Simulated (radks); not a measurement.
Polarisability of the ruthenium ion Ru+, [Kr] 4d7, at imaginary frequency. Calculated with a radial shooting solver on a logarithmic mesh with Libxc functionals: non-relativistic Kohn-Sham, LDA (Slater exchange, Perdew-Wang correlation), spin-unpolarised, spherical densities, point nucleus; relativity is left out, which matters for an element this heavy. Response by self-consistent Sternheimer equations with the Hartree and adiabatic LDA kernel.

w (hartree),alpha1(iw) (bohr^3)
0.00266,15.79
0.0143,15.77
0.0360,15.64
0.0697,15.26
0.118,14.42
0.186,12.99
0.280,11.08
0.413,8.969
0.605,6.896
0.892,4.966
1.35,3.255
2.12,1.853
3.59,0.8553
6.94,0.2968
17.5,0.06820

Static values: alpha1 = 15.79 bohr^3 (2.340 angstrom^3; uncoupled 23.96). C6 = 100.3, triple-dipole C9 = 1048 atomic units. One-pole (London) frequency 4 C6 / (3 alpha1^2) = 0.536 hartree, against 0.477 for minus the highest occupied eigenvalue. The dipole shielding factor is 0.978, as the force sum rule N/Z = 0.977 demands.
